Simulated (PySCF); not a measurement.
An equivalent PySCF input for Ne (neon, neutral), [Ne], closed-shell 1S, with scalar relativity by spin-free X2C-1e:

```python
from pyscf import gto, scf, dft, mp, cc
import basis_set_exchange as bse
mol = gto.M(atom="Ne 0 0 0", charge=0, spin=0, symmetry="D2h",
            basis=gto.basis.parse(bse.get_basis("x2c-TZVPPall", elements=["Ne"], fmt="nwchem")),
            nucmod="G")
mf = dft.UKS(mol, xc="R2SCAN").sfx2c1e()
mf.irrep_nelec = {'Ag': (2, 2), 'B1u': (1, 1), 'B2u': (1, 1), 'B3u': (1, 1)}
mf.kernel()
```

It reaches the same state as the run whose output follows, with an energy that differs only through the grid. The run itself started from symmetry-adapted Hartree-Fock orbitals and held the occupation by maximum overlap, on a logarithmic radial grid, so the iterations belong to that start.

```
SCF conv_tol = 1e-09
number electrons alpha = 5  beta = 5
XC functionals = R2SCAN
    J. W. Furness, A. D. Kaplan, J. Ning, J. P. Perdew, and J. Sun.,  J. Phys. Chem. Lett. 11, 8208-8215 (2020)
    J. W. Furness, A. D. Kaplan, J. Ning, J. P. Perdew, and J. Sun.,  J. Phys. Chem. Lett. 11, 9248-9248 (2020)
    J. W. Furness, A. D. Kaplan, J. Ning, J. P. Perdew, and J. Sun.,  J. Phys. Chem. Lett. 11, 8208-8215 (2020)
    J. W. Furness, A. D. Kaplan, J. Ning, J. P. Perdew, and J. Sun.,  J. Phys. Chem. Lett. 11, 9248-9248 (2020)
cycle= 1 E= -129.066142387343  delta_E= -0.00344  |g|= 0.0105  |ddm|= 0.0823
cycle= 2 E= -129.066134427287  delta_E= 7.96e-06  |g|= 0.0122  |ddm|= 0.00722
cycle= 3 E= -129.066165133189  delta_E= -3.07e-05  |g|= 0.00017  |ddm|= 0.00382
cycle= 4 E= -129.066165134805  delta_E= -1.62e-09  |g|= 9.03e-06  |ddm|= 2.2e-05
cycle= 5 E= -129.066165134823  delta_E= -1.71e-11  |g|= 1.22e-07  |ddm|= 2.78e-06
converged SCF energy = -129.066165134823  <S^2> = -4.4408921e-15  2S+1 = 1
```
